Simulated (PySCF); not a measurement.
Co⁻ (cobalt, charge -1) across methods

[Ar] 3d8 4s2, high-spin 3F determinant. Calculation: PySCF 2.14, in aug-pcseg-3 (8s6p5d4f3g2h, 128 functions); the non-relativistic Hamiltonian (point nucleus).

```csv
method,E (hartree),mean ε 3d β (eV),mean ε 4s α (eV),mean ε 4s β (eV),Σ⟨r²⟩ (bohr²),⟨S²⟩
UHF,-1381.34880,-5.347,-1.146,-0.079,83.15,2.119
BLYP,-1382.890,2.135,0.898,1.122,65.75,2.015
LDA,-1380.247,2.066,0.667,0.930,63.82,2.020
PBE,-1382.563,2.056,0.774,1.043,65.55,2.019
LC-wPBE,-1382.576,-2.351,-1.421,-0.906,64.76,2.019
r2SCAN,-1382.771,1.934,0.617,0.932,64.70,2.029
BP86,-1383.023,1.903,0.638,0.921,64.50,2.019
```

**Question.** Estimate the same row for PBE0.

**Answer.** E (hartree) = -1382.555; mean ε 3d β (eV) = 0.373; mean ε 4s α (eV) = 0.283; mean ε 4s β (eV) = 0.588; Σ⟨r²⟩ (bohr²) = 66.56; ⟨S²⟩ = 2.018.

⟨S²⟩ = 2.12 against 2.00 shows spin contamination. The outer electron is barely bound at this level, so radii and moments hang on the diffuse functions.

The highest occupied level is positive at BLYP, LDA, PBE0, PBE, r2SCAN, BP86: only the finite basis holds that electron, which in a density functional comes from self-interaction.
